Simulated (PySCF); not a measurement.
Bond length, frequency and bond energy of CoN by level of theory

State: ⁵Δ (quintet), unpaired electrons σ ↑, π ↑↑, δ ↑. Set-up: Co def2-TZVPPD, N def2-TZVPPD; no relativity (PySCF 2.14). De refers to Co (3d7 4s2) + N in their high-spin ground configurations, without counterpoise correction. The functionals are run spin-unrestricted. A positive dipole means Co(−)N(+). Levels whose curve was spin-contaminated or gave no clean fit are not listed.

```tsv
Level	Re (Å)	ωe (cm⁻¹)	De (eV)	μ (D)	CPU s a point (SCF and correlation, without the integrals)
PBE	1.607	870	n/a	-3.58	2.5
r²SCAN	1.597	842	n/a	-3.62	3.9
TPSSh	1.615	765	n/a	-3.92	5.9
PBE0	1.623	671	n/a	-4.19	5.7
M06	1.623	735	n/a	-4.27	6
BHandHLYP	1.798	502	n/a	-5.00	3.9
M06-2X	1.814	447	n/a	-4.91	6.4
```

De is left out where the level can put another filling of the metal’s s and d shells below the measured ground configuration, by anything from nothing to about 1 eV. With d or f electrons several states lie close, and the lowest PBE0 determinant need not be the measured ground state.

The whole job (state search and all levels along the bond) took about 21 min on 2 threads of Arm Neoverse V1 (shared host), peak memory 4.9 GiB.
